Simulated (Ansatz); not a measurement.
CH₇ClO₂SiSn, SMILES `C[O][SnH]([Cl])[O][SiH3]`, relaxed with RKS PBE0-D4/def2-TZVP in the Gaussian-basis code of Ansatz from a GFN2-xTB geometry. The force threshold is 0.005 eV/Å; the program also tests the step.

The species carries charge 0 and has multiplicity 1. Sn: def2 effective core potential.

Start:

```xyz
13

C     2.094   -0.595   -0.624
O     1.823    0.564    0.122
Sn    0.305    0.859    1.331
Cl    0.146   -0.922    2.740
O    -1.378    0.912    0.346
Si   -2.328    0.018   -0.618
H     3.046   -0.411   -1.124
H     2.197   -1.480    0.010
H     1.328   -0.784   -1.380
H     0.546    2.446    1.823
H    -3.428    0.941   -0.867
H    -1.604   -0.349   -1.838
H    -2.748   -1.199    0.079
```

Q: How much energy does the relaxation release, and in how many steps? (Estimate.)

A: The calculation gave: 16.82 kJ/mol, in 36 steps, 1 of them rejected.

Q: Which bonds change most? (Estimate.)

A: The calculation gave: Sn3–Cl4 from 2.276 to 2.319 Å; Si6–H11 from 1.457 to 1.485 Å; O2–Sn3 from 1.963 to 1.937 Å; Si6–H12 from 1.466 to 1.490 Å.

Q: Give the relaxed structure. (Best estimate.)

A: Computed: 
```xyz
13

C     2.037   -0.409   -0.740
O     1.934    0.667    0.171
Sn    0.376    0.854    1.306
Cl    0.096   -1.141    2.453
O    -1.181    1.002    0.160
Si   -2.259   -0.038   -0.506
H     3.017   -0.343   -1.219
H     1.965   -1.382   -0.240
H     1.269   -0.361   -1.520
H     0.530    2.205    2.301
H    -2.995    0.689   -1.570
H    -1.565   -1.211   -1.106
H    -3.224   -0.533    0.511
```
